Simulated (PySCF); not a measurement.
Molfile (atoms numbered from 1):
```
C3H14Si3
     RDKit          3D

 20 19  0  0  0  0  0  0  0  0999 V2000
   -1.8029    0.1651    0.9053 C   0  0  0  0  0  0  0  0  0  0  0  0
   -1.7566   -0.6345   -0.3872 C   0  0  0  0  0  0  0  0  0  0  0  0
   -0.9183    0.0087   -1.4911 C   0  0  0  0  0  0  0  0  0  0  0  0
    0.9158    0.3099   -1.0808 Si  0  0  0  0  0  4  0  0  0  0  0  0
    1.2801    2.1635    0.3217 Si  0  0  0  0  0  4  0  0  0  0  0  0
    1.8686   -1.5721   -0.0527 Si  0  0  0  0  0  4  0  0  0  0  0  0
   -2.4753   -0.2990    1.6425 H   0  0  0  0  0  0  0  0  0  0  0  0
   -2.1589    1.1933    0.7289 H   0  0  0  0  0  0  0  0  0  0  0  0
   -0.8086    0.2355    1.3767 H   0  0  0  0  0  0  0  0  0  0  0  0
   -2.7845   -0.7837   -0.7605 H   0  0  0  0  0  0  0  0  0  0  0  0
   -1.3699   -1.6477   -0.1761 H   0  0  0  0  0  0  0  0  0  0  0  0
   -1.3551    0.9771   -1.7937 H   0  0  0  0  0  0  0  0  0  0  0  0
   -0.9294   -0.6257   -2.3939 H   0  0  0  0  0  0  0  0  0  0  0  0
    1.6537    0.5753   -2.3595 H   0  0  0  0  0  0  0  0  0  0  0  0
    1.2112    1.7695    1.7643 H   0  0  0  0  0  0  0  0  0  0  0  0
    2.6326    2.7510    0.0666 H   0  0  0  0  0  0  0  0  0  0  0  0
    0.2493    3.2229    0.0791 H   0  0  0  0  0  0  0  0  0  0  0  0
    1.6288   -2.8159   -0.8514 H   0  0  0  0  0  0  0  0  0  0  0  0
    3.3442   -1.3832    0.1057 H   0  0  0  0  0  0  0  0  0  0  0  0
    1.2747   -1.7702    1.3077 H   0  0  0  0  0  0  0  0  0  0  0  0
  1  2  1  0
  2  3  1  0
  3  4  1  0
  4  5  1  0
  4  6  1  0
  1  7  1  0
  1  8  1  0
  1  9  1  0
  2 10  1  0
  2 11  1  0
  3 12  1  0
  3 13  1  0
  4 14  1  0
  5 15  1  0
  5 16  1  0
  5 17  1  0
  6 18  1  0
  6 19  1  0
  6 20  1  0
M  END
```

Geometry: PBE0-D3(BJ)/def2-SVP; GIAO shifts from PySCF 2.14, gas phase, non-relativistic, averaged over equivalent atoms.

At PBE0/6-31G (94 basis functions, 14 s wall time on 1 thread of an Arm Neoverse V1, shared host):
| atoms | δ (ppm) |
| --- | --- |
| C2 | 21.4 |
| C1 | 17.0 |
| C3 | 13.1 |
| Si4 | -52.9 |
| Si5/Si6 | -77.2 |
| H14 | 3.44 |
| H15/H16/H17/H18/H19/H20 | 3.27 |
| H10/H11 | 1.72 |
| H7/H8/H9 | 1.23 |
| H12/H13 | 1.11 |

Referencing at the same level of theory: 13C (σ = 199.54 ppm), 29Si (σ = 444.75 ppm), 1H (σ = 32.61 ppm) against TMS.

Predict the values at PBE0/cc-pVDZ on the same geometry.

## Answers


```json
{"atoms": "C2", "δ at PBE0/cc-pVDZ": "23.4", "change": "+2.0"}
{"atoms": "C1", "δ at PBE0/cc-pVDZ": "17.4", "change": "+0.4"}
{"atoms": "C3", "δ at PBE0/cc-pVDZ": "14.5", "change": "+1.4"}
{"atoms": "Si4", "δ at PBE0/cc-pVDZ": "-67.7", "change": "-14.8"}
{"atoms": "Si5/Si6", "δ at PBE0/cc-pVDZ": "-89.0", "change": "-11.8"}
{"atoms": "H14", "δ at PBE0/cc-pVDZ": "3.87", "change": "+0.43"}
{"atoms": "H15/H16/H17/H18/H19/H20", "δ at PBE0/cc-pVDZ": "3.59", "change": "+0.32"}
{"atoms": "H10/H11", "δ at PBE0/cc-pVDZ": "1.50", "change": "-0.22"}
{"atoms": "H7/H8/H9", "δ at PBE0/cc-pVDZ": "0.86", "change": "-0.37"}
{"atoms": "H12/H13", "δ at PBE0/cc-pVDZ": "1.10", "change": "-0.01"}
```

Chemical shifts δ = σref − σ; 13C (σref 196.75), 29Si (σref 418.61), 1H (σref 31.29) vs TMS, all at this level.

The largest change is at Si4 (silicon bonded to C, 2 Si, H). Cost: 166 basis functions, 26 s wall time on 1 thread of an x86-64 server CPU, shared host. The order of the carbon signals is the same at both levels.
